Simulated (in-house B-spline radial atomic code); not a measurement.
How numerical settings move a run on neutral praseodymium, [Xe] 4f3 6s2. Computed with an all-electron radial atomic-structure program (B-spline basis): Dirac-Kohn-Sham PBE, spherical fractional occupations, Fermi nucleus of rms radius 4.8919 fm.

Command:
```bash
python run_scf.py task.json out
```
Settings of the sound reference run:
```
Z                59
electrons        59
configuration    [Xe] 4f3 6s2
hamiltonian      dirac
method           pbe,pbe
spin_polarised   False
nucleus          fermi
rms_radius       4.8919
mass_number      141
atomic_mass      140.9077
speed_of_light   137.036
knot_spacing     0.22
spline_order     8
gauss_points     12
box_radius       50
max_iterations   70
damping          0.5
damped_steps     3
diis_vectors     10
tolerance        1e-08
start            Thomas-Fermi
```

Cost of the run: 1.2 s on 1 thread of AMD EPYC 9R45 96-Core Processor, with other jobs on the host.

It converges in 11 iterations to -9242.141372 hartree, with 4f7/2 at -1.10643 eV. The other runs change the listed settings, some to values that make no sense; their results aren't properties of the atom or ion. Radii are in bohr (the nuclear one in fm), a minus after a letter asks for a j subshell, and «unchanged» means within 1e-8 hartree. The run stops when the residual is below 10 × tolerance × max(1, Z/10), or a noise floor if that is larger, and the energy moves by less than 1e-8 × √|E| hartree; so very loose and very tight tolerances often act alike.

```tsv
changed settings	outcome
diis_vectors = 2	converged in 13 iterations, energy unchanged, 4f7/2 level -6.6e-05 eV
knot_spacing = 0.55	converged in 11 iterations, energy +7.39e-01 hartree from the reference, 4f7/2 level -3.0e-01 eV
knot_spacing = 2	converged in 9 iterations, energy +1.32e+03 hartree from the reference, 4f7/2 level -3.9e+02 eV (the program warns: 3s1/2 reaches the box edge; 3p1/2 reaches the box edge)
spline_order = 5, max_iterations = 12, damped_steps = 30	not converged after 12 iterations, last residual 1.4e-04, last energy +2.24e-04 hartree from the reference
knot_spacing = 1, box_radius = 25, max_iterations = 75, damped_steps = 1, start = bare nucleus	converged in 10 iterations, energy +2.39e+02 hartree from the reference, 4f7/2 level -5.8e+01 eV (the program warns: 4f7/2 reaches the box edge; 2s1/2 reaches the box edge)
gauss_points = 4, max_iterations = 75, damped_steps = 1, start = bare nucleus	converged in 15 iterations, energy +4.15e-06 hartree from the reference, 4f7/2 level +2.8e-05 eV
knot_spacing = 1.4	converged in 9 iterations, energy +5.45e+02 hartree from the reference, 4f7/2 level -1.7e+02 eV (the program warns: 4s1/2 reaches the box edge; 4p1/2 reaches the box edge)
diis_vectors = 20	converged in 11 iterations, energy unchanged
knot_spacing = 0.15	converged in 11 iterations, energy -7.50e-06 hartree from the reference, 4f7/2 level +4.1e-06 eV
diis_vectors = 1	not converged after 70 iterations, last residual 2.0e+00, last energy +2.59e+02 hartree from the reference
knot_spacing = 0.1	converged in 11 iterations, energy -8.60e-06 hartree from the reference, 4f7/2 level +2.9e-06 eV
knot_spacing = 0.4	converged in 11 iterations, energy +4.60e-03 hartree from the reference, 4f7/2 level -1.7e-03 eV
knot_spacing = 0.15, max_iterations = 50, diis_vectors = 2	converged in 13 iterations, energy -7.50e-06 hartree from the reference, 4f7/2 level -6.1e-05 eV
tolerance = 1e-06	converged in 10 iterations, energy unchanged, 4f7/2 level -1.8e-04 eV
electrons = 62, configuration = [Xe] 4f3 6s2 7s3, max_iterations = 75	stopped with error: shell 7s holds at most 2 electrons
```

(1) What happens with electrons = 67, configuration = [Xe] 4f3 6s2 8s2 8p6, max_iterations = 75?

(2) What happens with method = hf, speed_of_light = 29.50385?

(3) What happens with diis_vectors = 0?

(4) What happens with gauss_points = 16, first_knot = 1.69e-05, max_iterations = 60, damping = 0.2, diis_vectors = 0?

## Answers

(1) Not converged after 75 iterations, last residual 1.3e-01.

(2) Stopped with error: Z/c is past the critical charge.

(3) Converged in 22 iterations, energy unchanged, 4f7/2 level +2.6e-05 eV.

(4) Not converged after 60 iterations, last residual 3.3e-01, last energy +4.71e+00 hartree from the reference.
